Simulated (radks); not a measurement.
Question: These are the eigenvalues of the occupied orbitals of an atom or ion with whole-number occupations (eV). All-electron calculation, non-relativistic Kohn-Sham, PBE, spin-polarised, spherical densities, point nucleus. Program: a radial shooting solver on a logarithmic mesh with Libxc functionals.

| orbital | eigenvalue |
|---|---|
| 1s up | -65833.09 |
| 1s down | -65832.14 |
| 2s up | -12529.46 |
| 2s down | -12528.95 |
| 2p up | -12103.00 |
| 2p down | -12102.16 |
| 3s up | -4340.957 |
| 3s down | -4339.872 |
| 3p up | -4148.045 |
| 3p down | -4146.863 |
| 3d up | -3795.192 |
| 3d down | -3794.163 |
| 4s up | -2143.061 |
| 4s down | -2137.118 |
| 4p up | -2059.112 |

Which element is it, and in what charge state? The configuration may be excited. Open shells, if any, are filled with parallel spins first.

Answer: Z = 74, tungsten, charge +43: W43+ in [Ar] 3d10 4s2 4p1. The list shows which subshells hold electrons but not how many an open one holds; the 1s level, -2419.3 hartree, gives Z - s = 69.6 by -(Z - s)^2/2, which with screening narrows Z to a few neighbours, and the depths of the outer levels then fix element, charge and occupations together.
